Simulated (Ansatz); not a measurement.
Basis-set extrapolation for CH$_{9}$NOSi$_{2}$, SMILES `CO[SiH](N)[SiH3]` (PBE0-D4/def2-TZVP geometry, frozen core, the Gaussian-basis code of Ansatz). Multiplicity 1, RHF reference.

```
                     cc-pV(T+d)Z  cc-pV(Q+d)Z
                 HF  -750.447509  -750.468387
    MP2 correlation    -0.878799    -0.943059
CCSD(T) correlation    -0.970671      not run
```

Energies in hartree. Use E(X) = E(∞) + A·exp(−5.46·√X) for Hartree–Fock and E(X) = E(∞) + B·X^(−3.05) for correlation, with X = 3 and 4, and add CCSD(T) minus MP2 of the smaller set to the MP2 limit.

What is the CCSD(T) energy at the basis-set limit?

HF limit: -750.468387 + (-0.020878) × 0.30130 = -750.47468. MP2 limit: -0.943059 + (-0.064260) × 0.71189 = -0.98881. Higher-order term: -0.970671 − (-0.878799) = -0.09187. Total: -751.55536 hartree, 360.2 kJ/mol below CCSD(T)/cc-pV(T+d)Z.
